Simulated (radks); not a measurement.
All-electron atom: V+ in [Ar] 3d3 4d1 (not the ground configuration).

Calculated with a radial shooting solver on a logarithmic mesh with Libxc functionals: scalar-relativistic Kohn-Sham, PBE, spin-unpolarised, spherical densities, point nucleus.

Energy parts (hartree):
total: -948.40238
kinetic: 957.21144
electron-nucleus: -2248.63555
Hartree: 387.88052
exchange-correlation: -44.85879

Orbitals (lengths in bohr, moments of r in powers of bohr; r(max) is where P^2 peaks; r(90%) holds 90 % of the orbital's charge):
| orbital | occ. | eigenvalue (hartree) | <r> | r(90%) | <r^2> | r(max) |
|---|---|---|---|---|---|---|
| 1s | 2 | -197.5727 | 0.06644 | 0.119 | 0.005936 | 0.04349 |
| 2s | 2 | -22.55579 | 0.3082 | 0.479 | 0.1123 | 0.2555 |
| 2p | 6 | -18.90119 | 0.2740 | 0.450 | 0.09254 | 0.2081 |
| 3s | 2 | -2.99628 | 0.9491 | 1.42 | 1.039 | 0.8201 |
| 3p | 6 | -2.03403 | 1.016 | 1.56 | 1.215 | 0.8460 |
| 3d | 3 | -0.59315 | 1.336 | 2.30 | 2.306 | 0.8909 |
| 4s | 0 | -0.48235 | 2.929 | 4.36 | 9.796 | 2.508 |
| 4p | 0 | -0.32086 | 3.650 | 5.50 | 15.30 | 3.033 |
| 4d | 1 | -0.14939 | 5.926 | 8.70 | 39.80 | 5.344 |

The highest occupied level is 4d at -4.065 eV. The configuration is held as typed, so some empty levels lie below it. The density falls to 0.001 e/bohr^3 at r = 3.75 bohr.
